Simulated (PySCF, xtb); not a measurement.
CH5BrClNSi, SMILES C[Si](N)(Cl)Br. Other conformers were not sampled.

Harmonic wavenumbers (cm⁻¹) from GFN2-xTB in xtb at its own minimum, in rising order: 103, 111, 125, 169, 185, 208, 219, 369, 397, 494, 732, 782, 821, 845, 937, 1384, 1472, 1474, 1497, 3033, 3035, 3040, 3491, 3530.

Q: What does PBE-D3(BJ)/def2-SVP in PySCF give at its own minimum? (The exact figures need the calculation; the answer reports its results.)

A: 119, 146, 152, 193, 208, 217, 276, 382, 464, 527, 698, 735, 781, 857, 877, 1220, 1373, 1377, 1489, 2983, 3086, 3100, 3474, 3570. Paired by order, the mean absolute difference is 45 cm⁻¹ and the zero-point energies are 40.7 and 40.5 kcal/mol.
